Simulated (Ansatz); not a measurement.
Reactions of ClFH$_{2}$O$_{2}$Si (`O[Si](O)(F)Cl`).

Program: Ansatz. Geometries: PBE0-D4/def2-TZVP. ΔE: electronic, gas phase. CBS: MP2 limit from def2 TZ/QZ plus the TZ coupled-cluster correction, frozen cores. This one scheme is used for every species. For Br, Ge, Se outer-core shells are correlated without core-valence functions, which leaves a few kJ/mol of doubt a bond. Scalar relativity is left out up to krypton. Each species was taken in one conformer, which may not be the lowest.

Task: Order these by ΔE at CCSD(T)/CBS, lowest first. (An estimate is asked.)
A. `O[Si](O)(F)Cl` + `C[SiH2]Cl` → `O[Si](O)(Cl)C[SiH2]Cl` + H–F
B. `O[Si](O)(F)Cl` + `SC[SiH2][SeH]` → `O[Si](F)(Cl)CS` + `O[SiH2][SeH]`
C. `O[Si](O)(F)Cl` + `[NH2][Al]([NH2])[O][SiH3]` → `O[Si](O)(F)O[SiH3]` + `[NH2][Al]([NH2])[Cl]`
D. `O[Si](O)(F)Cl` + `CO[Si](N)(O)[SiH3]` → `N[Si](O)(O)F` + `CO[Si](O)([SiH3])Cl`
E. `O[Si](O)(F)Cl` + `Cl[SiH2][NH][GeH3]` → `O[Si](O)(Cl)N[SiH2]Cl` + `[F][GeH3]`
F. `O[Si](O)(F)Cl` + `F[SiH2][GeH3]` → `O[Si](O)(F)[SiH2]F` + `[Cl][GeH3]`
G. `O[Si](O)(F)Cl` + `FC([SiH3])(Cl)Br` → `O[Si](F)([SiH3])Cl` + `OC(F)(Cl)Br`

Result: C (-44.9 kJ/mol), D (-20.2 kJ/mol), B (+6.8 kJ/mol), E (+31.7 kJ/mol), F (+61.5 kJ/mol), A (+124.7 kJ/mol), G (+156.2 kJ/mol).

Largest T1 diagnostic: 0.012, for `O[Si](O)(F)[SiH2]F`.
